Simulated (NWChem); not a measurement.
Molecule: CdHSeCl; SMILES [Cl][Cd][SeH]

```xyz
4

Cd     0.0093    -0.4671     0.0000
Cl     0.0062    -2.7588     0.0000
Se     0.0263     1.9794     0.0000
H     -1.4457     2.0186     0.0000
```
Atoms are numbered in this order, from 1.

Computed with NWChem. Medium grid unless said otherwise, to which SCAN and Minnesota functionals are sensitive. Geometry: optimised at PBE0/def2-SVP. def2 effective core potentials on Cd; no spin-orbit coupling. Total energies of different functionals are on different scales.

```tsv
level	energy (Ha)	highest occupied level (eV)	orbital gap (eV)	dipole (D)
B3LYP/def2-SVP	-3029.8307	-6.86	4.87	1.45
PBE/def2-SVP	-3029.1772	-5.99	3.44	1.45
RPBE/def2-SVP	-3029.6050	-5.93	3.48	1.44
LDA (Slater exchange, PW92)/def2-SVP	-3024.5155	-6.14	3.32	1.49
N12/def2-SVP	-3031.5234	?	?	?
r2SCAN/def2-SVP	-3029.7529	-6.29	3.91	1.51
r2SCAN0/def2-SVP	-3029.7056	-7.34	5.69	1.49
```

Q: Fill in the missing entries.

A: 
- N12/def2-SVP, highest occupied level (eV): -5.77
- N12/def2-SVP, orbital gap (eV): 3.38
- N12/def2-SVP, dipole (D): 1.58
